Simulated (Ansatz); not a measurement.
Input for Ansatz (a quantum-chemistry and plane-wave program): U-r2SCAN/def2-TZVPP on FHSn (SMILES [F][SnH]), a point of a bond scan (R = 2.647 Å). Elements past Kr take the def2 small-core potentials; no spin–orbit coupling.

Ansatz 0.2 input:
```yaml
crystal:
  periodic: [false, false, false]
  atoms:
    - {symbol: Sn, position_ang: [-0.09096150, -0.17370643, 0.21890608]}
    - {symbol: H, position_ang: [-1.03509234, -1.08911628, -1.00040016]}
    - {symbol: F, position_ang: [0.86931164, 1.52696293, -1.56835270]}
basis:
  gaussian:
    orbitals: def2-TZVPP
hamiltonian:
  xc: {name: r2SCAN}
magnetization: {spin_polarized: true, initial_magnetization: 0}
```

The log:

```
WARN ansatz: RAYON_NUM_THREADS=1 ignored (pool sized by the plan → 1); use --threads N
Functional definition: r2SCAN
integrals: 0.02 GiB planned
603 factors; their error is unknown
mean field: 0.27 GiB planned
mean field evaluation 1: about -8560.1500 eV, gradient 3.7e1 eV
mean field evaluation 2: about -8253.5105 eV, gradient 1.4e2 eV
mean field evaluation 4: about -8563.7257 eV, gradient 1.9e1 eV
mean field evaluation 8: about -8565.5405 eV, gradient 1.1e0 eV
mean field evaluation 16: about -8565.5410 eV, gradient 3.7e-4 eV
mean field evaluation 32: about -8563.7793 eV, gradient 1.6e0 eV
mean field -8565.54100703 eV, -314.7778260761 hartree, gradient 1.5e-5 eV, S^2 0.000000; 4 other end points of the search recorded, 0 dependent functions left out
reference -8565.54102324 eV, -314.7778266717 hartree; 16, 16 occupied and 79, 79 virtual orbitals, 603 factors
Total energy: -8565.54102324 eV, -314.7778266717 hartree
```

The calculation finished and met its thresholds.

Cost: around 6 core-seconds (rough).
